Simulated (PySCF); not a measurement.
# Radial density of Mn²⁺ (manganese, charge +2)

B3LYP, [Ar] 3d5, high-spin 6S determinant. Computed with PySCF 2.14 in aug-cc-pVDZ, with the non-relativistic Hamiltonian (point nucleus).

```
r (bohr)  4πr²ρ (e/bohr)  4πr²(ρα − ρβ)
 0.00108          0.1474         0.0000
 0.00182          0.4017         0.0000
 0.00306           1.068         0.0000
 0.00515           2.723         0.0001
 0.00867           6.464         0.0002
  0.0146           13.63         0.0004
  0.0245           23.59         0.0008
  0.0413           29.83         0.0015
  0.0694           25.53         0.0060
   0.117           24.57         0.0439
   0.196           33.06         0.2952
   0.330           18.95         1.4247
   0.555           12.63         3.6844
   0.934           12.91         4.0289
    1.57           3.158         1.6721
    2.64          0.2560         0.2282
    4.45        0.004119         0.0041
    7.48       1.019e-05         0.0000
```
